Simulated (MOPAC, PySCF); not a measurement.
H₃In, SMILES `[InH3]`, neutral singlet in the gas phase. 

Cartesian coordinates (Å):
```xyz
4

In     0.0000     0.0001     0.0001
H     -1.4544    -0.9156     0.0303
H     -0.0654     1.7178     0.0046
H      1.5197    -0.8022    -0.0350
```
Charge 0, spin multiplicity 1.

All levels are single points at this geometry (CAM-B3LYP-D3(BJ)/def2-TZVP); Pople sets use spherical d functions. Orbital energies aren't observables, and empty levels follow the basis.

```json
[
 {"level": "CAM-B3LYP-D3(BJ)/def2-TZVP in PySCF", "HOMO (eV)": "-9.55", "LUMO (eV)": "-1.12", "gap (eV)": "8.43", "dipole (D)": "0.00", "vertical IE, Delta-SCF (eV)": "10.71"},
 {"level": "PBE-D3(BJ)/def2-TZVP in PySCF", "HOMO (eV)": "-7.00", "LUMO (eV)": "-2.64", "gap (eV)": "4.36", "dipole (D)": "0.00", "vertical IE, Delta-SCF (eV)": "–"},
 {"level": "TPSSh-D3(BJ)/def2-TZVP in PySCF", "HOMO (eV)": "-7.64", "LUMO (eV)": "-2.17", "gap (eV)": "5.47", "dipole (D)": "0.00", "vertical IE, Delta-SCF (eV)": "10.47"},
 {"level": "B3LYP/6-311+G** (LANL2DZ on In) in PySCF", "HOMO (eV)": "-8.04", "LUMO (eV)": "-1.99", "gap (eV)": "6.05", "dipole (D)": "0.00", "vertical IE, Delta-SCF (eV)": "–"},
 {"level": "B3LYP/6-31G* (LANL2DZ on In) in PySCF", "HOMO (eV)": "-8.16", "LUMO (eV)": "-2.05", "gap (eV)": "6.11", "dipole (D)": "0.00", "vertical IE, Delta-SCF (eV)": "10.91"},
 {"level": "BP86/6-31G* (LANL2DZ on In) in PySCF", "HOMO (eV)": "-7.28", "LUMO (eV)": "-2.65", "gap (eV)": "4.63", "dipole (D)": "0.00", "vertical IE, Delta-SCF (eV)": "–"},
 {"level": "M06-2X/6-31G* (LANL2DZ on In) in PySCF", "HOMO (eV)": "-9.35", "LUMO (eV)": "-1.37", "gap (eV)": "7.98", "dipole (D)": "0.00", "vertical IE, Delta-SCF (eV)": "–"},
 {"level": "PBE/6-31G* (LANL2DZ on In) in PySCF", "HOMO (eV)": "-7.17", "LUMO (eV)": "-2.61", "gap (eV)": "4.55", "dipole (D)": "0.00", "vertical IE, Delta-SCF (eV)": "–"},
 {"level": "SVWN5/6-31G* (LANL2DZ on In) in PySCF", "HOMO (eV)": "-7.13", "LUMO (eV)": "-2.70", "gap (eV)": "4.43", "dipole (D)": "0.00", "vertical IE, Delta-SCF (eV)": "–"},
 {"level": "HF/6-31G* (LANL2DZ on In) in PySCF", "HOMO (eV)": "-11.19", "LUMO (eV)": "0.50", "gap (eV)": "11.69", "dipole (D)": "0.00", "vertical IE, Delta-SCF (eV)": "–"},
 {"level": "AM1 in MOPAC", "HOMO (eV)": "-10.80", "LUMO (eV)": "-1.99", "gap (eV)": "8.81", "dipole (D)": "0.00", "vertical IE, Delta-SCF (eV)": "–"},
 {"level": "PM3 in MOPAC", "HOMO (eV)": "-12.17", "LUMO (eV)": "-3.35", "gap (eV)": "8.81", "dipole (D)": "0.00", "vertical IE, Delta-SCF (eV)": "–"},
 {"level": "PM6 in MOPAC", "HOMO (eV)": "-11.43", "LUMO (eV)": "2.71", "gap (eV)": "14.14", "dipole (D)": "0.00", "vertical IE, Delta-SCF (eV)": "–"}
]
```
